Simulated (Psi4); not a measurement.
H2Se, charge -1, doublet, at the geometry of the source list (a state made from the parent by changing its charge; the spin is typed, not shown lowest) (a gas-phase anion, which may not be bound at this level). Base run: B3LYP/STO-3G (Psi4 1.11).

Geometry (Å):
```xyz
3

Se    -0.0026     0.6690     0.0000
H     -1.0313    -0.3378     0.0000
H      1.0339    -0.3312     0.0000
```
Charge -1, spin multiplicity 2.
Orbitals are unrestricted.
All else is at Psi4's defaults (density fitting).
Base energy -2375.70651 Eh.

The base run was repeated with changes; each row names its change, and settings that it needs were set with it.

| change | ΔE vs base (mEh) | SCF cycles | grid points | basis functions |
|---|---|---|---|---|
| base | 0.000 | 7 | 63680 | 20 |
| guess = sapgau | 0.000 | 7 | 63680 | 20 |
| guess = core | 0.000 | 8 | 63680 | 20 |
| e_convergence = 1e-4 | 0.000 | 7 | 63680 | 20 |
| puream = false | -761.0 | 7 | 63680 | 21 |
| dft_pruning_scheme = robust | 0.006 | 7 | 43322 | 20 |
| dft_radial_scheme = becke | -0.002 | 7 | 56031 | 20 |
| scf_type = mem_df | 0.000 | 7 | 63680 | 20 |
| scf_initial_accelerator = none | 0.000 | 7 | 63680 | 20 |
| ints_tolerance = 1e-8 | 0.000 | 7 | 63680 | 20 |
| basis_guess = true | 0.000 | 6 | 63680 | 20 |
| df_basis_scf = def2-universal-jkfit | 0.000 | 7 | 63680 | 20 |
| dft_nuclear_scheme = stratmann | 0.002 | 7 | 60789 | 20 |

Open shells are given as the SCF converged; they aren't shown to be the lowest states, and a large step between rows can be another state.

A gas-phase anion may not be bound at this level; its values then depend on the basis.
